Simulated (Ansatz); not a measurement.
Cl3H2O2Ta (`[OH][Ta]([OH])([Cl])([Cl])[Cl]`). The species carries charge 0 and has multiplicity 1. Ta takes the def2 core potential. All single points use the PBE0-D4/def2-TZVP geometry. It is one conformer, not always the lowest.

```xyz
8

O    -0.523    1.205   -1.123
Ta    0.155    0.230    0.328
O    -0.558   -1.376   -0.363
Cl   -1.206    0.165    2.173
Cl    1.281    2.118    1.110
Cl    2.223   -0.837    0.239
H    -1.017    0.793   -1.838
H    -0.356   -2.297   -0.524
```

**Question.** What is the dipole moment at r2SCAN/def2-TZVPP? (An estimate is asked.)

**Answer.** The calculation gave: 4.11 D, with components (-1.95, -2.54, -2.58) D in this frame, pointing from negative to positive charge.

**Question.** And with PBE, B3LYP, ωB97M-V? (Best estimate.)

**Answer.** The calculation gave: PBE 4.00 D, B3LYP 4.02 D, ωB97M-V 4.11 D.

**Question.** Give the Mulliken charges with r2SCAN, ωB97M-V, PBE in def2-TZVPP. (Best estimate.)

**Answer.** Computed: 
| atom | r2SCAN | ωB97M-V | PBE |
| --- | --- | --- | --- |
| O1 | -0.34 | -0.31 | -0.28 |
| Ta2 | 1.01 | 0.87 | 0.78 |
| O3 | -0.39 | -0.35 | -0.31 |
| Cl4 | -0.21 | -0.17 | -0.17 |
| Cl5 | -0.26 | -0.22 | -0.22 |
| Cl6 | -0.26 | -0.22 | -0.22 |
| H7 | 0.23 | 0.21 | 0.21 |
| H8 | 0.22 | 0.20 | 0.21 |

B3LYP here is the variant with VWN-RPA as its local correlation; programs differ in this.
